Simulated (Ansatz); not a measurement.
Gas-phase reaction in SMILES: [SiH3]Br → [SiH3] (SiH3) + Br atom (the Br-Si bond at the site shown breaks; other sites are not compared here)
Each molecule is optimised on its own at B3LYP-D3(BJ)/def2-TZVP (Ansatz, an electronic-structure program).
Geometry of the first species:
SMILES: [SiH3]Br
```xyz
5

Si    -1.4775    -0.0217     0.0219
Br     0.7574     0.0111    -0.0112
H     -1.9632     1.3690    -0.0622
H     -1.9472    -0.8065    -1.1360
H     -1.9135    -0.6482     1.2847
```
Charge 0, spin multiplicity 1.

Quantity: bond dissociation energy (electronic energy difference), in eV. Valence correlation only, unless marked. Open shells are spin-unrestricted. No spin-orbit coupling. Frozen are the shells of the preceding noble gas and the d and f shells that filled before the atom's block. No relativistic terms. CBS(X,Y): correlation extrapolated as X^-3; Hartree-Fock from the larger set. [CCSD(T)-MP2]/basis is that difference in the basis named.

```
level                                                                 program  bond dissociation energy (eV)
-------------------------------------------------------------  --------------  -----------------------------
HF/6-31G                                                               Ansatz                           2.20
HF/def2-QZVPPD                                                         Ansatz                           3.10
PBE-D4/def2-TZVPD                                              Ansatz + dftd4                           4.17
PBE0/6-31G*                                                            Ansatz                           4.03
LC-wPBE-D3(BJ)/def2-TZVPD                                      Ansatz + dftd3                           4.07
LC-wPBE/def2-TZVPD                                                     Ansatz                           4.01
RI-MP2/CBS(def2-TZVPPD,def2-QZVPPD)                                    Ansatz                           4.40
SCS-MP2/def2-SVPD                                                      Ansatz                           3.90
CCSD/def2-SVPD                                                         Ansatz                           3.76
CCSD(T)/STO-3G                                                         Ansatz                           4.27
RI-MP2/CBS(def2-TZVPPD,def2-QZVPPD)+[CCSD(T)-MP2]/def2-SVPD            Ansatz                           4.25
RI-MP2/CBS(def2-TZVPP,def2-QZVPP)+[CCSD(T)-MP2]/def2-TZVPP             Ansatz                           4.24
RI-MP2/CBS(def2-TZVPPD,def2-QZVPPD)+[CCSD(T)-MP2]/def2-TZVPPD          Ansatz                           4.23
RI-MP2/CBS(def2-TZVPP,def2-QZVPP)+[CCSD(T)-MP2]/def2-QZVPP             Ansatz                           4.24
CCSD(T)/CBS(def2-TZVPPD,def2-QZVPPD)                                   Ansatz                           4.24
```
